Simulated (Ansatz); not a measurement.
```yaml
crystal:
  periodic: [false, false, false]
  atoms:
    - {symbol: Nb, position_ang: [0.190062, -0.548147, -0.797599]}
    - {symbol: Te, position_ang: [-1.841543, 0.761617, -0.352447]}
    - {symbol: Te, position_ang: [1.651470, -0.213470, 1.150046]}
basis:
  gaussian: {orbitals: STO-3G}
total_charge: 1
magnetization: {spin_polarized: true, initial_magnetization: 0}
hamiltonian: {xc: {name: PBE0-DH}}
scf: {omitted_lower_state_checks: [starts]}
output: {forces: true}
```

```sh
$ ansatz run in.yaml --threads 4 --pin off --events-out ev --progress --plain --max-ram 3916MiB
```

Output, abridged:

```
Functional definition: PBE0-DH
  name "PBE0-DH"
  cite "Brémond & Adamo, J. Chem. Phys. 135, 024106 (2011) doi:10.1063/1.3604569"
  cite "Perdew, Burke & Ernzerhof, Phys. Rev. Lett. 77, 3865 (1996) doi:10.1103/PhysRevLett.77.3865"
  parameter a = 1/2
  parameter c = 1/8
  exchange = (1 - a)*pbe_x + a*exact_x
  correlation = (1 - c)*pbe_c + c*(mp2_os + mp2_ss)
these checks for a lower state are left out or cut short: starts
901 factors; integrals over basis functions are off by at most 1.3e-4 eV
mean field evaluation 1: about -457550.8292 eV, gradient 4.0e1 eV
mean field evaluation 2: about -457550.8425 eV, gradient 4.0e1 eV
mean field evaluation 4: about -457560.9161 eV, gradient 2.1e1 eV
mean field evaluation 8: about -457564.0301 eV, gradient 4.1e0 eV
mean field evaluation 16: about -457564.1350 eV, gradient 2.3e-4 eV
mean field evaluation 32: about -457564.3924 eV, gradient 1.2e-6 eV
mean field -457564.39236360 eV, -16815.1812710776 hartree, gradient 9.0e-7 eV, S^2 1.017506; 2 other end points of the search recorded, 0 dependent functions left out
50 core orbitals not correlated: weight in the atoms' cores, before any rotation towards them, 1.000 or more for the frozen orbitals, at most 0.000 for the correlated occupied ones
reference -457564.39237595 eV, -16815.1812715317 hartree; 22, 22 occupied and 9, 9 virtual orbitals, 901 factors
second order -7.76429696 eV of doubles, -0.00000000 eV of singles
the calculation of the forces begins
Total energy: -457565.36291307 eV, -16815.2169381130 hartree
Atom 0 at     0.190062    -0.548147    -0.797599 Å, force    -0.307121     0.885739     1.288824 eV/Å
Atom 1 at    -1.841543     0.761617    -0.352447 Å, force     1.007014    -0.681114    -0.277305 eV/Å
Atom 2 at     1.651470    -0.213470     1.150046 Å, force    -0.699893    -0.204625    -1.011519 eV/Å
Dipole moment:     0.261099    -0.753009    -1.095692 e Å
Checks for a lower state left out: starts
```

Hardware: 4 threads of Arm Neoverse V2 on a shared host. Wall time 15 s.

Correlated methods freeze 50 core orbitals; core or outer-core shells of Nb, Te are correlated, in sets that lack core-valence functions. The unrestricted singlet has broken spin symmetry (⟨S²⟩ up to 1.02).

The dipole of an ion depends on the origin.
